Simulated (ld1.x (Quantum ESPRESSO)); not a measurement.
What one change does to a pseudopotential (chlorine, PAW)

* Element: Cl
* Generator: ld1.x (Quantum ESPRESSO) 7.5
* Type: PAW
* Functional: PBE
* Relativity: non-relativistic
* Frozen core: [Ne]
* Valence charge: 7
* Reference configuration: 3s2 3p5
* Partial waves: 3s (bound): rcut 1.05, rcutus 1.20 bohr; 3s channel at 1.4 Ry: rcut 1.05, rcutus 1.20 bohr; 3p (bound): rcut 1.35, rcutus 1.60 bohr; 3p channel at 0.05 Ry: rcut 1.35, rcutus 1.60 bohr; 3d channel at -0.1 Ry: rcut 1.05, rcutus 1.15 bohr; 3d channel at 1.75 Ry: rcut 1.05, rcutus 1.15 bohr
* Local potential: all-electron potential smoothed inside 1.45 bohr (lloc = -1)
* Core correction: Bessel-smoothed model core inside 0.70 bohr
* Augmentation charge: PSQ, inside the norm-conserving radii

Change: type ultrasoft; waves now 3s (bound): rcut 1.05, rcutus 1.20 bohr; 3s channel at 1.4 Ry: rcut 1.05, rcutus 1.20 bohr; 3p (bound): rcut 1.35, rcutus 1.60 bohr; 3p channel at 0.05 Ry: rcut 1.35, rcutus 1.60 bohr; 3d channel at -0.1 Ry: rc 1.15 bohr; local potential the d channel; augmentation built from norm-conserving waves at rcut, not smoothed further.

Cutoffs: the cutoffs (Ry, on a coarse ladder) from which the occupation-weighted sum of valence levels, in a spherical-Bessel basis at the reference potential, stays within 10 and 1 mRy of its value at 400 Ry; they do not see the model core or the augmentation charge, which bear on the density cutoff. Errors are all-electron minus pseudo energies relative to the spin-unpolarised reference configuration.

How do hardness, ghosts and transferability respond?

The potential gets softer (30 Ry and 50 Ry → 30 Ry and 40 Ry); of the 7 tests that both files solve, the error grows in 5 and shrinks in 0 by more than 15 % and 0.3 meV (median size 0.6 → 2.0 meV); neither file shows a bound ghost. Several settings change at once here, so the effects cannot be laid on one of them.

```tsv
quantity	base	changed
cutoff, loose	30 Ry	30 Ry
cutoff, tight	50 Ry	40 Ry
bound ghosts	none	none
error for 3s2 3p4, meV [ΔE 13.89 eV]	-0.6	+1.6
error for 3s2 3p3, meV [ΔE 39.35 eV]	-5.3	+13
error for 3s2 3p2, meV [ΔE 77.66 eV]	-23	+51
error for 3s1 3p6, meV [ΔE 11.97 eV]	+0.1	-2.0
error for 3s2 3p4.5, meV [ΔE 5.59 eV]	-0.1	+0.3
error for 3s2 3p5.3, meV [ΔE -2.14 eV]	0.0	0.0
error for 3s2 3p1, meV [ΔE 129.90 eV]	-74	+141
s: phases at 1.75 bohr within 0.05 rad from the reference energy up to (Ry; the scan ends near 5)	to the end of the scan	to the end of the scan
p: phases at 1.75 bohr within 0.05 rad from the reference energy up to (Ry; the scan ends near 5)	to the end of the scan	to the end of the scan
d: phases at 1.75 bohr within 0.05 rad from the reference energy up to (Ry; the scan ends near 5)	to the end of the scan	to the end of the scan
lowest overlap eigenvalue by channel	s 0.49, p 0.81, d 0.96	s 0.20, p 0.66
```
